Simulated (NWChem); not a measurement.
SiNH4OCl; SMILES N[SiH](O)Cl

```xyz
8

Si    -0.0771    -0.5332    -0.4050
N      1.2501    -1.3414     0.2814
O     -1.4318    -1.0303     0.4008
Cl    -0.0555     1.5508    -0.2187
H     -0.0776    -0.8004    -1.8628
H      2.1148    -1.4568    -0.2324
H      1.3858    -1.3853     1.2846
H     -2.1190    -0.3650     0.5037
```
Atoms are numbered in this order, from 1.

Results from NWChem. Pople sets run with spherical d functions. Structure relaxed at the PBE0/def2-SVP level. Level: PBE0/6-31G* with SMD (1 M gas to 1 M solution), gas-phase geometry. Reactions with the solvent are ignored.

```csv
solvent,dielectric constant,solvation free energy (kcal/mol),cavity-dispersion-structure term (kcal/mol),dipole in solution (D)
water,78.4,…,…,1.41
acetone,20.5,-7.8,-0.7,1.51
anisole,4.22,-5.8,-0.4,1.46
ethanol,24.9,-9.3,0.2,1.41
cyclohexane,2.02,-3.9,-0.5,1.37
tetrahydrofuran,7.43,-6.7,-0.6,1.49
benzene,2.27,-4.9,-1.0,1.39
```

Task: What belongs in the gaps?

Result: 
- water, solvation free energy (kcal/mol): -7.3
- water, cavity-dispersion-structure term (kcal/mol): 2.9
